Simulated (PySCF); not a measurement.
Compound: CH₆NOSi (doublet state).
Numbering: `[CH3:1][O:2][SiH:3][NH2:4]` (hydrogens: H5, H6, H7 on C1; H8 on Si3; H9, H10 on N4)

Geometry (GFN2-xTB, Å), atoms numbered from 1 in this order:
```
atom  x, y, z in Å
C1    -1.531   -0.298    0.311
O2    -0.771    0.712   -0.261
Si3    0.832    1.007   -0.120
N4     1.708   -0.437   -0.480
H5    -1.656   -0.127    1.384
H6    -1.067   -1.277    0.168
H7    -2.515   -0.294   -0.164
H8     0.885    2.147   -1.024
H9     1.411   -0.993   -1.274
H10    2.712   -0.436   -0.416
```

The hyperfine couplings belong to this conformer and change with its torsions.

Computed, not measured: PySCF, UKS B3LYP, pcH-1 on C H N O Si, non-relativistic, mean-field spin-orbit, GIAO. The structure is a single GFN2-xTB conformer in the gas phase; no vibrational or solvent corrections. Couplings are sensitive to structure, and on GFN2-xTB geometries they can be far from those on DFT ones, by a factor of two or more for some ions and for spin on atoms past the first row. No stability test was run, so a lower SCF solution isn't excluded.

**Question.** The isotropic 1H couplings, averaged over equivalent nuclei, are +201.2, +25.4, +3.8 MHz. Assign them to H5/H6/H7; H8; H9/H10.

**Answer.** 
```json
{"site": "H5/H6/H7", "a_iso (MHz)": "+3.8", "ρ(0) (bohr⁻³)": "+0.0009", "position": "3 bonds from Si3", "distance from Si3 (Å)": "3.23", "bound to": "C1", "spin population there": "-0.01", "largest |T| (MHz)": "3.8"}
{"site": "H8", "a_iso (MHz)": "+201.2", "ρ(0) (bohr⁻³)": "+0.0450", "position": "1 bond from Si3", "distance from Si3 (Å)": "1.46", "bound to": "Si3", "spin population there": "+0.79", "largest |T| (MHz)": "7.5"}
{"site": "H9/H10", "a_iso (MHz)": "+25.4", "ρ(0) (bohr⁻³)": "+0.0057", "position": "2 bonds from Si3", "distance from Si3 (Å)": "2.38", "bound to": "N4", "spin population there": "+0.02", "largest |T| (MHz)": "7.4"}
```

ρ(0) is the spin density at the nucleus and T the dipolar tensor; a_iso includes a spin–orbit part; entries for several nuclei are means. Largest spin populations (Mulliken): Si3 (+0.79), H8 (+0.10) and O2 (+0.07). Si3 is the only atom above +0.15. The angles at Si3 add up to 326.7°, so it is pyramidal.

Means are taken over nuclei equivalent by connectivity, which assumes that they swap fast. The three 1H nuclei of mean +3.8 MHz run from 0.9 to 8.0 MHz in the frozen geometry. The 1H value of +25.4 MHz is a mean of couplings from -4.4 to 55.2 MHz in this one geometry, not an average over conformers.
